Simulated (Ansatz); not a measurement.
Geometry optimisation, RKS r2SCAN/STO-3G (Ansatz 0.2.0).

Input:

```yaml
crystal:
  periodic: [false, false, false]
  atoms:
    - { symbol: C, position_ang: [0.4877, -2.324, -0.2163] }
    - { symbol: O, position_ang: [0.2429, -1.181, -1.1042] }
    - { symbol: Si, position_ang: [0.7882, 0.314, -0.6654] }
    - { symbol: "N", position_ang: [1.4533, 0.9695, -2.1231] }
    - { symbol: Si, position_ang: [-0.8226, 1.5782, 0.3709] }
    - { symbol: C, position_ang: [-1.4233, 0.6944, 1.8837] }
    - { symbol: H, position_ang: [1.5321, -2.4839, -0.0772] }
    - { symbol: H, position_ang: [0.0238, -3.1451, -0.6949] }
    - { symbol: H, position_ang: [-0.0469, -2.0959, 0.7799] }
    - { symbol: H, position_ang: [2.0069, 0.1346, 0.24] }
    - { symbol: H, position_ang: [0.6067, 0.924, -2.7719] }
    - { symbol: H, position_ang: [2.105, 0.3366, -2.4744] }
    - { symbol: H, position_ang: [-0.337, 2.9411, 0.7776] }
    - { symbol: H, position_ang: [-1.9899, 1.8282, -0.526] }
    - { symbol: H, position_ang: [-0.6106, 0.4787, 2.5973] }
    - { symbol: H, position_ang: [-1.8547, -0.2539, 1.6366] }
    - { symbol: H, position_ang: [-2.1804, 1.2841, 2.4075] }
basis:
  gaussian: { orbitals: STO-3G }
hamiltonian:
  xc: r2scan
relax:
  f_tol: 0.02
  max_steps: 50
```

Launched with:

```bash
$ ansatz run input.yaml --threads 1 --pin off --max-ram 2048MiB --backend cpu --events-out ev --progress --plain --runs-dir out
```

Q: Where does it end, and by what steps?

A: The forces met the threshold. Limits of this set-up: minimal basis. After 10 steps the energy has fallen by 0.857 eV; H7 moved furthest, 0.63 Å.

| step | energy less start (eV) | largest force component (eV/Å) | accepted |
| --- | --- | --- | --- |
| 0 | 0.0000 | 4.008 | yes |
| 1 | -0.7377 | 1.684 | yes |
| 2 | -0.8104 | 0.596 | yes |
| 3 | -0.8405 | 0.187 | yes |
| 4 | -0.8476 | 0.107 | yes |
| 5 | -0.8523 | 0.117 | yes |
| 6 | -0.8546 | 0.101 | yes |
| 7 | -0.8565 | 0.075 | yes |
| 8 | -0.8573 | 0.040 | yes |
| 9 | -0.8572 | 0.058 | no |
| 10 | -0.8575 | 0.010 | yes |

```xyz
17
Properties=species:S:1:pos:R:3
C 0.358 -2.235 -0.101
O 0.434 -1.334 -1.243
Si 0.895 0.258 -0.714
N 1.374 1.161 -2.169
Si -0.732 1.444 0.345
C -1.391 0.603 1.893
H 1.308 -2.303 0.479
H 0.133 -3.248 -0.489
H -0.447 -1.973 0.623
H 2.086 0.124 0.113
H 0.552 1.213 -2.824
H 2.064 0.580 -2.711
H -0.203 2.738 0.724
H -1.844 1.683 -0.552
H -0.585 0.340 2.586
H -1.937 -0.316 1.653
H -2.082 1.265 2.427
```

Whether the end is a true minimum wasn't checked by a vibrational analysis.

The run took 86 s on 1 thread of Arm Neoverse V1, on a shared host, peak memory 0.19 GiB.
